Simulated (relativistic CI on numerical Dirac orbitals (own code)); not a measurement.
## Yb2+: q coefficients and field-shift factors

These numbers are calculated, not measured: Dirac-Coulomb-Breit CI, orbitals from a KLI potential per configuration, valence Slater integrals scaled by 0.85, P86 correlation energy added to each configuration, derivatives by finite differences, QED left out (own radial code, finite nucleus).

Configuration list (outside the closed core [Kr] 4d10 5s2): 4f14 5p6, 4f13 5p6 6s, 4f13 5p6 5d, 4f13 5p6 6p, 4f14 5p5 5d, 4f13 5p6 6d. Double excitations out of closed p, d and f shells are left out; levels of such configurations are missing from the list, as are those of other unlisted configurations, and high levels can miss mixing partners.

With x = (α/α₀)² − 1 an excitation energy changes as ω = ω₀ + qx; K = 2q/ω₀ is the relative enhancement. Terms are leading LS components, so labels can repeat. The field-shift factor is F = δν/δ⟨r²⟩ for the transition from the lowest level.

Lowest level 4f14 5p6 1S_0.

| Level | ω₀ (cm⁻¹) | q (cm⁻¹) | K | F (GHz/fm²) |
| --- | --- | --- | --- | --- |
| 4f13 5p6 5d 3P°_2 | 7954.7 | -38430 | -9.66 | 14.5 |
| 4f13 5p6 5d 3H°_5 | 11752.9 | -38670 | -6.58 | 14.5 |
| 4f13 5p6 6s 3F°_4 | 12025.6 | -56060 | -9.32 | 38.8 |
| 4f13 5p6 6s 1F°_3 | 12393.2 | -55830 | -9.01 | 38.6 |
| 4f13 5p6 5d 3H°_6 | 12864.4 | -37330 | -5.8 | 14.9 |
| 4f13 5p6 5d 3D°_3 | 13854.5 | -38520 | -5.56 | 14.6 |
| 4f13 5p6 5d 3P°_1 | 13913.3 | -34180 | -4.91 | 14.9 |
| 4f13 5p6 5d 1D°_2 | 14720.0 | -37580 | -5.11 | 14.8 |
| 4f13 5p6 5d 3F°_4 | 15191.0 | -38330 | -5.05 | 14.5 |
| 4f13 5p6 5d 1G°_4 | 16884.3 | -37080 | -4.39 | 14.9 |
| 4f13 5p6 5d 1F°_3 | 17367.3 | -37250 | -4.29 | 14.9 |
| 4f13 5p6 5d 3G°_5 | 17752.2 | -37170 | -4.19 | 14.9 |
| 4f13 5p6 5d 3P°_0 | 19206.3 | -28060 | -2.92 | 15.3 |
| 4f13 5p6 5d 3H°_4 | 21709.9 | -30200 | -2.78 | 14.9 |
| 4f13 5p6 6s 3F°_2 | 22117.2 | -46950 | -4.25 | 39.3 |
| 4f13 5p6 6s 3F°_3 | 22402.5 | -46780 | -4.18 | 39 |
| 4f13 5p6 5d 1D°_2 | 23336.3 | -29610 | -2.54 | 15 |
| 4f13 5p6 5d 3D°_1 | 23764.6 | -28860 | -2.43 | 15.3 |
| 4f13 5p6 5d 1H°_5 | 24205.3 | -28440 | -2.35 | 15.3 |
| 4f13 5p6 5d 3F°_2 | 25450.2 | -28400 | -2.23 | 15.3 |
| 4f13 5p6 5d 3G°_3 | 26615.2 | -29650 | -2.23 | 15.1 |
| 4f13 5p6 5d 3G°_3 | 27275.9 | -28430 | -2.08 | 15.4 |
| 4f13 5p6 5d 3G°_4 | 27994.0 | -28370 | -2.03 | 15.4 |

For a near-neutral ion this model can misplace configurations by up to about 10,000 cm⁻¹ (more where the count of f electrons changes) and terms by 10 to 25 % of their spread. Rates follow the energies as ν³ (E1, M1) or ν⁵ (E2), so they and the lifetimes can be off by large factors. The fine structure of a lone outer electron comes out too small, for d and f at times inverted, and misplaced configurations move strength between like terms.
